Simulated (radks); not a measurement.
Dispersion coefficients C6 (hartree bohr^6) between ground-configuration atoms and ions, from the Casimir-Polder integral (3/pi) of alpha_A(iw) alpha_B(iw). Calculated with a radial shooting solver on a logarithmic mesh with Libxc functionals: scalar-relativistic Kohn-Sham, LDA (Slater exchange, VWN5 correlation), spin-polarised, spherical densities, finite nucleus; open shells are filled with parallel spins first (spin-orbit coupling, left out, can overturn this in heavy ions); Fermi nuclear charge, rms radius of each element as measured or else 0.836 A^(1/3) + 0.57 fm. Response by self-consistent Sternheimer equations with the Hartree and adiabatic LDA kernel, the relativistic mass of each level held fixed and spin-orbit coupling left out. For heavy and open-shell atoms this level of theory can miss by tens of per cent.

C6,W,W+,W2+,W3+,W4+,W5+,W6+
W,803.8,,,,,,
W+,472.4,284.7,,,,,
W2+,237.7,149.0,82.87,,,,
W3+,152.6,98.12,56.76,39.83,,,
W4+,102.9,67.61,40.41,28.95,21.41,,
W5+,72.11,48.22,29.64,21.60,16.23,12.47,
W6+,52.13,35.40,22.27,16.48,12.55,9.762,7.723

Static polarisabilities (bohr^3): W ([Xe] 4f14 5d4 6s2) 66.51, W+ ([Xe] 4f14 5d4 6s1) 33.41, W2+ ([Xe] 4f14 5d4) 13.62, W3+ ([Xe] 4f14 5d3) 7.620, W4+ ([Xe] 4f14 5d2) 4.646, W5+ ([Xe] 4f14 5d1) 3.008, W6+ ([Xe] 4f14) 2.040. The combination rule 2 Ca Cb / ((alpha_b/alpha_a) Ca + (alpha_a/alpha_b) Cb) gives 9.708 for W6+-W5+, against 9.762 from the integral.
